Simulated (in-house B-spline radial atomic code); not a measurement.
## Ionising S IV (S3+) with different functionals

Computed with an all-electron radial atomic-structure program (B-spline basis): non-relativistic Hamiltonian, point nucleus, spin-polarised at highest spin, spherical fractional occupations for the functionals, and exact exchange of hybrids averaged over the configuration. The ionisation energy is the difference of two self-consistent energies, [Ne] 3s2 3p1 → [Ne] 3s2, without Breit or QED terms; ε is the level of the shell that loses the electron (its least bound occupied spin orbital).

```
   method                    rung  ΔSCF (eV)  -ε(3p) (eV)
     PBE0           global hybrid          ?            ?
    B3LYP           global hybrid      47.33        42.34
    TPSSh           global hybrid      47.20        41.71
   M06-2X           global hybrid      47.49        44.55
BHandHLYP           global hybrid      47.20        44.15
  r2SCAN0           global hybrid      47.14        42.69
    B97-1           global hybrid      47.15        42.30
    HSE06  range-separated hybrid          ?            ?
    wB97X  range-separated hybrid      47.17        45.26
CAM-B3LYP  range-separated hybrid      47.36        44.19
  LC-wPBE  range-separated hybrid      47.47        45.90
```

Question: What does HSE06 give?

Answer: ΔSCF 47.25 eV, and -ε(3p) = 42.24 eV.

Question: What does PBE0 give?

Answer: ΔSCF 47.25 eV, and -ε(3p) = 42.66 eV.

Question: Among the functionals, which spreads more, the ΔSCF values or the orbital energies?

Answer: The orbital energies: ΔSCF values span about 0.35 eV and the orbital energies 4.19 eV; here energy differences depend much less on the functional than eigenvalues do.

Question: How do they compare with the NIST value?

Answer: NIST lists 47.22 eV ± 0.012 (semi-empirical, ground level to ground level). Errors run from -0.08 to +0.27 eV; TPSSh is closest (-0.02 eV), though others lie within the uncertainty of it, and part of that can be cancellation, since the calculations leave out relativity, Breit-QED terms, multiplet and fine-structure energies.
